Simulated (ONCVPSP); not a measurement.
## PW91 ONCV dataset for beryllium, scalar-relativistic all-electron reference.

beryllium, optimised norm-conserving Vanderbilt (ONCV), made with ONCVPSP 4.0.1 (PW91, scalar-relativistic). Core [He], reference 2s2. Waves: 2s: rc 1.75 bohr, ncon 4, nbas 8, qcut 3.4 1/bohr, 2 projectors, debl 0.9 Ha; p scattering state at 0.28 Ha: rc 1.75 bohr, ncon 4, nbas 9, qcut 5.3 1/bohr, 1 projector; d scattering state at 0.02 Ha: rc 1.70 bohr, ncon 4, nbas 6, qcut 5.5 1/bohr, 1 projector. Local part: polynomial inside 1.30 bohr (lpopt 5, dvloc0 1 Ha). Core correction: Teter function, fcfact 4.5, rcfact 1.15.

In the p channel the program set the typed energies aside and used 0.050 Ha.

All-electron outer shells of the reference configuration (PW91, scalar-relativistic, ld1.x):

```
shell  level (eV)  outermost node (bohr)  outermost maximum (bohr)
   1s     -106.46                      –                      0.27
   2s       -5.64                   0.59                      2.04
```

Results:

| Property | Result |
| --- | --- |
| Cutoffs needed | 5.6 Ha and 27 Ha (the cutoffs (Ha) at which the residual kinetic energy of the hardest occupied pseudo-wave falls to 1 and 0.1 mHa per electron) |
| Ghost test | no bound ghost flagged; no localised positive-energy state flagged |
| Largest excitation error | +9.3 meV (all-electron minus pseudo) for 2s1, out of 4 test configurations |
| rms error of d²Exc/dni dnj | 1.45 mHa without and 1.26 mHa with the model core |

Generation and tests took about 2.8 s on one core of a shared server CPU.
